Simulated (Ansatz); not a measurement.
Program: Ansatz. Geometries: PBE0-D4/def2-TZVP. ΔE: electronic, gas phase. CCSD(T)/CBS adds triple-zeta CCSD(T) − MP2 to the extrapolated MP2 energy (def2 sets, frozen cores). This one scheme is used for every species, atoms too. Functionals use def2-TZVPP. Open shells (•) are unrestricted, without spin–orbit coupling. Spin–orbit coupling would lower the free atoms: a little for Cl. Bonds to Ga are less sure, by a few kJ/mol each and by 10 to 20 or more in all where they break to atoms, as the def2 sets lack core-valence functions. Scalar relativity is left out up to krypton. One conformer a species, not always the lowest.

`[OH][Ga]([F])[Cl]` → Cl• + `[OH][Ga][F]`•  (homolysis of the Cl–Ga bond)

| level | ΔE (eV) | difference from CCSD(T)/CBS |
| --- | --- | --- |
| LDA (SPW92) | 4.86 | 0.35 |
| revPBE-D4 | 4.13 | -0.38 |
| BLYP-D4 | 4.03 | -0.48 |
| BHLYP-D4 | 4.19 | -0.32 |
| B2PLYP | 4.25 | -0.26 |
| PBE | 4.23 | -0.28 |
| r2SCANh | 4.31 | -0.20 |
| MP2/def2-SVP | 4.39 | -0.12 |
| CCSD/def2-SVP | 4.20 | -0.31 |
| CCSD(T)/def2-TZVPP | 4.37 | -0.14 |
| CCSD(T)/CBS | 4.51 | 0 |

Largest T1 diagnostic among the species: 0.018.

At CCSD(T), def2-SVP lies −0.28 eV from the extrapolated value and def2-TZVPP −0.15 eV: correlation converges slowly with the basis, and small sets miss more of it in the bonded molecule than in its fragments. In def2-TZVPP, CCSD(T) changes the Hartree–Fock value by +0.98 eV (the triples alone add +0.08 eV) and MP2 by +1.17 eV; breaking electron pairs costs correlation energy, which Hartree–Fock lacks. From PBE to PBE0 (25 % exact exchange), in def2-TZVPP and without D4, ΔE moves by +0.06 eV.

CCSD(T)/CBS has its own doubt, a few kJ/mol and more with outer-core shells, so smaller differences from it don't rank the levels.
